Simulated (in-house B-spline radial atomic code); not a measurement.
Radial electron density of Nd³⁺, [Xe] 4f3. Level of theory: scalar-relativistic (X2C) LC-wPBE, spin-polarised, spherical fractional occupations, Fermi nucleus of rms radius 4.9123 fm; calculated with a B-spline radial code for spherical atoms.

Caution: exact exchange at fractional occupations of open shells leaves self-interaction of up to several eV.

One-electron X2C: radii and densities carry no picture-change correction, so inner-shell <1/r> comes out high (for 1s by about 2 % at Z = 33, 5 % at 54, 10 % at 75, 30 % at 118) and <r> low.

Columns: r (bohr), 4πr²n(r) (electrons per bohr), bar.

```
0.000622    2.363 #
0.000765    3.238 #
0.000941    4.423 ##
 0.00116    6.035 ###
 0.00143    8.192 ###
 0.00176    11.02 #####
 0.00216    14.64 ######
 0.00266    19.35 ########
 0.00327     25.2 ###########
 0.00403    32.41 ##############
 0.00496    40.81 #################
  0.0061    50.14 #####################
 0.00751    59.88 #########################
 0.00924    68.99 #############################
  0.0114    76.27 ################################
   0.014    80.14 ##################################
  0.0172       80 ##################################
  0.0212    76.22 ################################
  0.0261    71.26 ##############################
  0.0321    69.21 #############################
  0.0396    74.01 ###############################
  0.0487    85.81 ####################################
  0.0599    99.09 ##########################################
  0.0737    104.6 ############################################
  0.0908    96.92 #########################################
   0.112    82.73 ###################################
   0.138       77 ################################
   0.169    84.52 ####################################
   0.208     90.9 ######################################
   0.256    77.83 #################################
   0.316    50.67 #####################
   0.388    34.89 ###############
   0.478    37.33 ################
   0.588    40.53 #################
   0.724    31.96 #############
   0.891     19.3 ########
     1.1    12.03 #####
    1.35    9.419 ####
    1.66    6.877 ###
    2.05    3.636 ##
    2.52     1.31 #
     3.1   0.3044 
    3.81  0.04364 
    4.69 0.003427 
    5.78 0.0001393
```

On this grid the curve has 4 maxima, near 0.014, 0.0737, 0.208, 0.588 bohr.

The 5p up radial function P(r) = rR(r), positive near the nucleus:

```json
{"r (bohr)": "0.000941", "P": "0.0009405"}
{"r (bohr)": "0.00143", "P": "0.001824"}
{"r (bohr)": "0.00216", "P": "0.003556"}
{"r (bohr)": "0.00327", "P": "0.007018"}
{"r (bohr)": "0.00496", "P": "0.01388"}
{"r (bohr)": "0.00751", "P": "0.02704"}
{"r (bohr)": "0.0114", "P": "0.05135"}
{"r (bohr)": "0.0172", "P": "0.09162"}
{"r (bohr)": "0.0261", "P": "0.1502"}
{"r (bohr)": "0.0396", "P": "0.2088"}
{"r (bohr)": "0.0599", "P": "0.2105"}
{"r (bohr)": "0.0908", "P": "0.0711"}
{"r (bohr)": "0.138", "P": "-0.1984"}
{"r (bohr)": "0.208", "P": "-0.3084"}
{"r (bohr)": "0.316", "P": "0.05341"}
{"r (bohr)": "0.478", "P": "0.4725"}
{"r (bohr)": "0.724", "P": "0.1108"}
{"r (bohr)": "1.1", "P": "-0.7027"}
{"r (bohr)": "1.66", "P": "-0.8755"}
{"r (bohr)": "2.52", "P": "-0.4128"}
{"r (bohr)": "3.81", "P": "-0.07523"}
{"r (bohr)": "5.78", "P": "-0.003599"}
```
